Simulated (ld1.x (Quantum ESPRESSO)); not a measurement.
## Transferability test, TM potential for xenon

| Property | Result |
| --- | --- |
| Element | Xe (Z = 54) |
| Generator | ld1.x (Quantum ESPRESSO) 7.5 |
| Type | norm-conserving Troullier–Martins (Kleinman–Bylander form) |
| Functional | PW91 |
| Relativity | scalar-relativistic |
| Frozen core | [Kr] |
| Valence charge | 18 |
| Reference configuration | 4d10 5s2 5p5.75 (charge +0.25) |
| Partial waves | 5s (bound): rc 1.65 bohr; 5p (bound): rc 1.50 bohr; 4d (bound): rc 1.15 bohr |
| Local potential | the d channel |
| Core correction | a·sin(br)/r model core, default radius (core density twice the valence density) |

Energies are relative to the spin-unpolarised reference configuration 4d10 5s2 5p5.75; without spin polarisation the order of configurations can differ from experiment.

```json
{"valence configuration": "4d10 5s2 5p6", "charge": "0", "ΔE all-electron (eV)": "-2.331", "error AE − PS (meV)": "+0.7"}
{"valence configuration": "4d10 5s2 5p4", "charge": "+2", "ΔE all-electron (eV)": "32.073", "error AE − PS (meV)": "-6.9"}
{"valence configuration": "4d10 5s2 5p2", "charge": "+4", "ΔE all-electron (eV)": "106.291", "error AE − PS (meV)": "+1.6"}
{"valence configuration": "4d9 5s2 5p6", "charge": "+1", "ΔE all-electron (eV)": "65.443", "error AE − PS (meV)": "-454"}
{"valence configuration": "4d10 5s2 5p3", "charge": "+3", "ΔE all-electron (eV)": "63.875", "error AE − PS (meV)": "-7.8"}
{"valence configuration": "4d10 5s1 5p6", "charge": "+1", "ΔE all-electron (eV)": "22.429", "error AE − PS (meV)": "-4.5"}
```

**Question.** What are ΔE and the potential's error for 4d10 5s2 5p5?

**Answer.** ΔE = 10.258 eV all-electron; the error (AE − PS) is -2.7 meV.

Levels in the configuration 4d10 5s2 5p3:

| level | all-electron (eV) | pseudo (eV) |
| --- | --- | --- |
| 4d | -92.951 | -92.846 |
| 5s | -50.342 | -50.330 |
| 5p | -37.025 | -37.011 |

Note: ghost states, extra bound levels that the all-electron valence spectrum of the same l lacks: s at -281.1 eV, p at -81.7 eV. A true bound ghost makes a file unfit for plane-wave use.
